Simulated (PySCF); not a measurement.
## Ionisation energy of Au by level of theory

Au [Xe] 4f14 5d10 6s1 (2S) → Au⁺ [Xe] 4f14 5d10 (1S), as a difference of total energies. All numbers are calculated (PySCF 2.14, scalar relativity through the core potential, in aug-cc-pVDZ-PP with ECP60MDF (5s5p4d2f, 54 functions)). Correlated levels: valence: 5s2 5p6 frozen. The calculations carry no spin-orbit coupling.

| method | ionisation energy (eV) | error (eV) |
| --- | --- | --- |
| UHF | 7.680 | -1.546 |
| TPSS | 9.348 | +0.122 |
| B3LYP | 9.416 | +0.190 |
| MP2 (valence) | 9.094 | -0.132 |
| SCS-MP2 (valence) | 8.919 | -0.307 |

Reference: 9.226 eV (measured; NIST Atomic Spectra Database, ionization energies).

Errors of the correlated levels include the incompleteness of this basis and the frozen core.
